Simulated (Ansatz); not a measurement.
```xyz
17

C     0.817   -2.114    0.024
Si    0.121   -0.388   -0.083
C    -1.711   -0.431   -0.451
C     1.003    0.604   -1.399
O     0.371    0.311    1.398
In   -0.075    2.079    2.075
Cl    0.449    2.652    4.231
Cl   -1.134    3.601    0.703
H     0.690   -2.647   -0.923
H     1.884   -2.090    0.257
H     0.315   -2.689    0.805
H    -2.127    0.579   -0.511
H    -1.908   -0.923   -1.408
H    -2.256   -0.979    0.322
H     0.602    1.621   -1.464
H     2.074    0.672   -1.191
H     0.884    0.143   -2.384
```

Total charge 0; spin multiplicity 1. In: def2 effective core potential.

(1) List the PBE/def2-TZVPP orbital energies in eV (the Gaussian-basis code of Ansatz). (Best estimate.)

## Answers

(1) Ansatz gave: Occupied: -2739.13, -2739.06, -1779.50, -510.19, -268.36, -268.35, -268.34, -249.67, -249.60, -190.37, -190.30, -190.20, -190.18, -190.14, -190.12, -137.15, -123.19, -93.93, -93.86, -93.86, -80.96, -80.72, -80.64, -24.09, -21.05, -20.96, -20.06, -20.00, -19.80, -19.30, -19.05, -17.61, -16.82, -16.81, -12.23, -10.86, -10.28, -10.14, -10.08, -9.71, -9.69, -9.32, -9.20, -9.10, -8.44, -8.22, -8.09, -7.93, -7.92, -7.81, -6.91, -6.82. Lowest empty: -3.36, -2.07, 0.02, 0.21, 0.64, 0.93, 1.11, 1.45.
